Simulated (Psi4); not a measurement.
Interaction energy of Cl2 ··· Cl2 (SMILES ClCl and ClCl). Monomers: optimised at B3LYP-D3(BJ) (def2-TZVP), held rigid. Orientation: a higher rigid-body minimum at GFN2-xTB (searched outside a hard wall at short contacts). R is the distance of the centres of mass, along which the second monomer moves. The shortest distances reach bonding range, where SAPT0 and rigid monomers are unreliable.

Geometry at R = 4.14 Å (first 2 atoms: monomer A):
```
4

Cl     1.0067     0.0000     0.0000
Cl    -1.0067     0.0000     0.0000
Cl    -3.7174     0.3303     0.1464
Cl    -4.1047     1.9250     1.3131
```

- PBE/def2-TZVP, counterpoise-corrected (Psi4)
- PBE-D3(BJ)/def2-TZVP, counterpoise-corrected (Psi4)
- PBE0-D3(BJ)/def2-TZVP, counterpoise-corrected (Psi4)
- SAPT0/jun-cc-pVDZ, frozen core (Psi4)

Interaction energies in kcal/mol; the last columns give the difference from SAPT0:

```json
[
 {"R / Å": "3.74", "PBE/def2-TZVP": "8.64", "PBE-D3(BJ)/def2-TZVP": "7.32", "PBE0-D3(BJ)/def2-TZVP": "10.74", "SAPT0/jun-cc-pVDZ": "20.62", "PBE/def2-TZVP − SAPT0/jun-cc-pVDZ": "-11.98", "PBE-D3(BJ)/def2-TZVP − SAPT0/jun-cc-pVDZ": "-13.30", "PBE0-D3(BJ)/def2-TZVP − SAPT0/jun-cc-pVDZ": "-9.88"},
 {"R / Å": "3.97", "PBE/def2-TZVP": "2.52", "PBE-D3(BJ)/def2-TZVP": "1.34", "PBE0-D3(BJ)/def2-TZVP": "3.41", "SAPT0/jun-cc-pVDZ": "9.13", "PBE/def2-TZVP − SAPT0/jun-cc-pVDZ": "-6.62", "PBE-D3(BJ)/def2-TZVP − SAPT0/jun-cc-pVDZ": "-7.80", "PBE0-D3(BJ)/def2-TZVP − SAPT0/jun-cc-pVDZ": "-5.72"},
 {"R / Å": "4.14", "PBE/def2-TZVP": "0.48", "PBE-D3(BJ)/def2-TZVP": "-0.59", "PBE0-D3(BJ)/def2-TZVP": "0.85", "SAPT0/jun-cc-pVDZ": "4.54", "PBE/def2-TZVP − SAPT0/jun-cc-pVDZ": "-4.06", "PBE-D3(BJ)/def2-TZVP − SAPT0/jun-cc-pVDZ": "-5.13", "PBE0-D3(BJ)/def2-TZVP − SAPT0/jun-cc-pVDZ": "-3.69"},
 {"R / Å": "4.31", "PBE/def2-TZVP": "-0.45", "PBE-D3(BJ)/def2-TZVP": "-1.43", "PBE0-D3(BJ)/def2-TZVP": "-0.42", "SAPT0/jun-cc-pVDZ": "1.95", "PBE/def2-TZVP − SAPT0/jun-cc-pVDZ": "-2.39", "PBE-D3(BJ)/def2-TZVP − SAPT0/jun-cc-pVDZ": "-3.37", "PBE0-D3(BJ)/def2-TZVP − SAPT0/jun-cc-pVDZ": "-2.36"},
 {"R / Å": "4.56", "PBE/def2-TZVP": "-0.85", "PBE-D3(BJ)/def2-TZVP": "-1.68", "PBE0-D3(BJ)/def2-TZVP": "-1.08", "SAPT0/jun-cc-pVDZ": "0.20", "PBE/def2-TZVP − SAPT0/jun-cc-pVDZ": "-1.05", "PBE-D3(BJ)/def2-TZVP − SAPT0/jun-cc-pVDZ": "-1.88", "PBE0-D3(BJ)/def2-TZVP − SAPT0/jun-cc-pVDZ": "-1.28"},
 {"R / Å": "4.81", "PBE/def2-TZVP": "-0.79", "PBE-D3(BJ)/def2-TZVP": "-1.49", "PBE0-D3(BJ)/def2-TZVP": "-1.13", "SAPT0/jun-cc-pVDZ": "-0.34", "PBE/def2-TZVP − SAPT0/jun-cc-pVDZ": "-0.45", "PBE-D3(BJ)/def2-TZVP − SAPT0/jun-cc-pVDZ": "-1.14", "PBE0-D3(BJ)/def2-TZVP − SAPT0/jun-cc-pVDZ": "-0.79"},
 {"R / Å": "5.14", "PBE/def2-TZVP": "-0.55", "PBE-D3(BJ)/def2-TZVP": "-1.08", "PBE0-D3(BJ)/def2-TZVP": "-0.91", "SAPT0/jun-cc-pVDZ": "-0.42", "PBE/def2-TZVP − SAPT0/jun-cc-pVDZ": "-0.14", "PBE-D3(BJ)/def2-TZVP − SAPT0/jun-cc-pVDZ": "-0.66", "PBE0-D3(BJ)/def2-TZVP − SAPT0/jun-cc-pVDZ": "-0.49"},
 {"R / Å": "5.67", "PBE/def2-TZVP": "-0.24", "PBE-D3(BJ)/def2-TZVP": "-0.55", "PBE0-D3(BJ)/def2-TZVP": "-0.50", "SAPT0/jun-cc-pVDZ": "-0.26", "PBE/def2-TZVP − SAPT0/jun-cc-pVDZ": "0.02", "PBE-D3(BJ)/def2-TZVP − SAPT0/jun-cc-pVDZ": "-0.29", "PBE0-D3(BJ)/def2-TZVP − SAPT0/jun-cc-pVDZ": "-0.24"},
 {"R / Å": "6.34", "PBE/def2-TZVP": "-0.06", "PBE-D3(BJ)/def2-TZVP": "-0.21", "PBE0-D3(BJ)/def2-TZVP": "-0.21", "SAPT0/jun-cc-pVDZ": "-0.12", "PBE/def2-TZVP − SAPT0/jun-cc-pVDZ": "0.06", "PBE-D3(BJ)/def2-TZVP − SAPT0/jun-cc-pVDZ": "-0.09", "PBE0-D3(BJ)/def2-TZVP − SAPT0/jun-cc-pVDZ": "-0.09"},
 {"R / Å": "7.32", "PBE/def2-TZVP": "0.00", "PBE-D3(BJ)/def2-TZVP": "-0.06", "PBE0-D3(BJ)/def2-TZVP": "-0.06", "SAPT0/jun-cc-pVDZ": "-0.04", "PBE/def2-TZVP − SAPT0/jun-cc-pVDZ": "0.04", "PBE-D3(BJ)/def2-TZVP − SAPT0/jun-cc-pVDZ": "-0.02", "PBE0-D3(BJ)/def2-TZVP − SAPT0/jun-cc-pVDZ": "-0.02"},
 {"R / Å": "8.61", "PBE/def2-TZVP": "0.00", "PBE-D3(BJ)/def2-TZVP": "-0.02", "PBE0-D3(BJ)/def2-TZVP": "-0.02", "SAPT0/jun-cc-pVDZ": "-0.01", "PBE/def2-TZVP − SAPT0/jun-cc-pVDZ": "0.02", "PBE-D3(BJ)/def2-TZVP − SAPT0/jun-cc-pVDZ": "0.00", "PBE0-D3(BJ)/def2-TZVP − SAPT0/jun-cc-pVDZ": "0.00"}
]
```

PBE/def2-TZVP is furthest from SAPT0/jun-cc-pVDZ at 3.74 (-11.98 kcal/mol, below); its mean absolute difference over the points is 2.44 kcal/mol.

PBE-D3(BJ)/def2-TZVP is furthest from SAPT0/jun-cc-pVDZ at 3.74 (-13.30 kcal/mol, below); its mean absolute difference over the points is 3.06 kcal/mol.

PBE0-D3(BJ)/def2-TZVP is furthest from SAPT0/jun-cc-pVDZ at 3.74 (-9.88 kcal/mol, below); its mean absolute difference over the points is 2.23 kcal/mol.
